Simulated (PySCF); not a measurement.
BClBr₂, SMILES B(Br)(Cl)Br. Atoms are numbered in the order given.

```xyz
4

B      0.0000     0.0000    -0.4014
Cl     0.0000     0.0000    -2.1413
Br     0.0000     1.6453     0.5487
Br     0.0000    -1.6453     0.5487
```

The structure is a stationary point at PBE0-D3(BJ)/def2-SVP.

The numbers are results of TDA-CAM-B3LYP/def2-SVPD run with PySCF 2.14.0, not measurements.

Vertical excitations. The molecule is in vacuum. State labels are in the subgroup C2v.

```json
[
 {"state": "S1", "symmetry": "A2", "energy (eV)": "5.09", "λ (nm)": "244", "f": "0.000", "main pairs": "HOMO→LUMO 99 %"},
 {"state": "S2", "symmetry": "B1", "energy (eV)": "5.87", "λ (nm)": "211", "f": "0.000", "main pairs": "HOMO−2→LUMO 99 %"},
 {"state": "S3", "symmetry": "A2", "energy (eV)": "6.14", "λ (nm)": "202", "f": "0.000", "main pairs": "HOMO−4→LUMO 99 %"},
 {"state": "S4", "symmetry": "B2", "energy (eV)": "6.22", "λ (nm)": "199", "f": "0.181", "main pairs": "HOMO−1→LUMO 93 %"},
 {"state": "S5", "symmetry": "A1", "energy (eV)": "6.68", "λ (nm)": "186", "f": "0.140", "main pairs": "HOMO−3→LUMO 92 %"},
 {"state": "S6", "symmetry": "B2", "energy (eV)": "7.30", "λ (nm)": "170", "f": "0.032", "main pairs": "HOMO→LUMO+1 79 %"},
 {"state": "S7", "symmetry": "A2", "energy (eV)": "7.70", "λ (nm)": "161", "f": "0.000", "main pairs": "HOMO−1→LUMO+1 72 %, HOMO−1→LUMO+3 11 %"},
 {"state": "S8", "symmetry": "B2", "energy (eV)": "7.89", "λ (nm)": "157", "f": "0.000", "main pairs": "HOMO→LUMO+3 55 %, HOMO→LUMO+4 24 %, HOMO→LUMO+1 12 %"},
 {"state": "S9", "symmetry": "A1", "energy (eV)": "7.94", "λ (nm)": "156", "f": "0.111", "main pairs": "HOMO−2→LUMO+1 46 %, HOMO→LUMO+2 30 %, HOMO−2→LUMO+3 10 %"},
 {"state": "S10", "symmetry": "B1", "energy (eV)": "8.17", "λ (nm)": "152", "f": "0.026", "main pairs": "HOMO−3→LUMO+1 62 %, HOMO−1→LUMO+2 17 %"},
 {"state": "T1", "symmetry": "A2", "energy (eV)": "4.94", "λ (nm)": "251", "f": "0", "main pairs": "HOMO→LUMO 99 %"},
 {"state": "T2", "symmetry": "B2", "energy (eV)": "5.29", "λ (nm)": "234", "f": "0", "main pairs": "HOMO−1→LUMO 99 %"},
 {"state": "T3", "symmetry": "A1", "energy (eV)": "5.65", "λ (nm)": "219", "f": "0", "main pairs": "HOMO−3→LUMO 98 %"},
 {"state": "T4", "symmetry": "B1", "energy (eV)": "5.71", "λ (nm)": "217", "f": "0", "main pairs": "HOMO−2→LUMO 99 %"}
]
```
Triplets are in the Tamm–Dancoff approximation.
